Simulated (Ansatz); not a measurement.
Relaxation of a periodic cell of 24 atoms, H$_{15}$C$_{2}$NO$_{6}$ (contents 6 H2O + 1 CH3CN, density as packed 0.71 g/cm³ with natural masses), to a largest force component of 0.3 eV/Å in at most 15 steps.

Method: DFT PBE-D3(BJ), scalar-relativistic, plane waves, PAW (Ansatz). Settings: cutoff 420 eV, k mesh 1x1x1, fermi-dirac smearing 0.05 eV, no spin polarisation.

```xyz
24
Lattice="7.0278 0.0000 0.0000 0.0000 7.0278 0.0000 0.0000 0.0000 7.0278" Properties=species:S:1:pos:R:3:forces:R:3
O 0.852 3.216 5.934 -0.03 0.08 0.03
H 0.908 3.791 5.156 0.06 -0.17 -0.31
H 0.664 2.341 5.566 -0.02 -0.15 0.00
O 6.399 4.873 2.234 0.29 -0.55 0.18
H 6.361 5.008 1.276 0.32 0.09 -0.28
H 5.664 4.269 2.415 -0.04 -0.03 0.24
O 1.734 1.094 3.630 -0.75 0.38 0.40
H 1.598 2.047 3.740 0.06 0.16 -0.14
H 1.176 0.864 2.872 0.13 -0.13 -0.30
O 3.932 0.143 4.681 0.41 -0.17 1.28
H 3.807 0.930 4.130 -0.43 -0.18 0.15
H 3.664 -0.590 4.108 -0.32 0.20 0.14
O 0.743 6.105 6.491 -0.31 0.01 0.10
H 0.654 6.763 5.786 0.13 0.06 -0.13
H 0.678 5.256 6.030 -0.03 0.12 0.30
O 4.202 2.952 1.707 0.04 0.21 0.31
H 5.128 2.894 1.430 0.01 -0.09 -0.45
H 4.007 3.901 1.675 -0.43 0.24 -0.29
C 5.372 0.350 2.478 0.17 0.14 -0.64
C 4.048 -0.088 2.041 -0.86 -0.48 -0.87
N 2.980 -0.442 1.689 1.69 0.15 0.47
H 5.609 -0.084 3.451 0.06 0.03 -0.14
H 6.128 0.033 1.757 0.03 0.10 -0.22
H 5.398 1.438 2.561 -0.19 -0.03 0.17
```

Problem. Where does it end, and by what steps?

Solution. It converged. The threshold is loose, so the end isn't yet a minimum. The force dipped under the threshold on the way, but the program's further checks kept it going. Limits of this set-up: coarse k mesh. After 14 steps the energy has fallen by 3.131 eV; H14 moved furthest, 1.50 Å.

```
step  energy less start (eV)  largest force component (eV/Å)  accepted
   0                  0.0000                           1.693       yes
   1                 -0.7581                           1.298       yes
   2                 -1.1906                           2.468       yes
   3                 -1.7016                           1.154       yes
   4                 -1.9812                           1.212       yes
   5                 -2.2225                           1.576       yes
   6                 -2.4382                           0.857       yes
   7                 -2.6408                           0.673       yes
   8                 -2.7653                           0.496       yes
   9                 -2.8675                           0.436       yes
  10                 -2.9397                           0.517       yes
  11                 -2.9980                           0.575       yes
  12                 -3.0626                           0.573       yes
  13                 -3.1308                           0.244       yes
  14                 -3.1308                           0.245       yes
```

```xyz
24
Lattice="7.0278 0.0000 0.0000 0.0000 7.0278 0.0000 0.0000 0.0000 7.0278" Properties=species:S:1:pos:R:3
O 0.781 3.968 5.036
H 0.490 4.095 4.095
H 0.817 3.005 5.155
O 7.107 4.057 2.363
H 7.413 4.679 1.655
H 6.195 3.814 2.087
O 1.468 1.250 3.404
H 1.375 2.079 2.895
H 1.803 0.588 2.771
O 3.156 0.567 5.635
H 2.640 0.873 4.853
H 3.508 -0.294 5.339
O 0.535 5.717 7.140
H 1.346 6.248 7.009
H 0.551 5.079 6.375
O 4.409 3.332 1.573
H 4.255 3.142 0.631
H 3.875 4.143 1.756
C 5.394 0.404 2.205
C 4.231 -0.438 2.128
N 3.284 -1.114 2.067
H 5.933 0.228 3.145
H 6.063 0.180 1.363
H 5.076 1.460 2.160
```

The run took 17 s on 1 thread of Intel(R) Xeon(R) 6975P-C (Granite Rapids), on a shared host, peak memory 0.44 GiB.
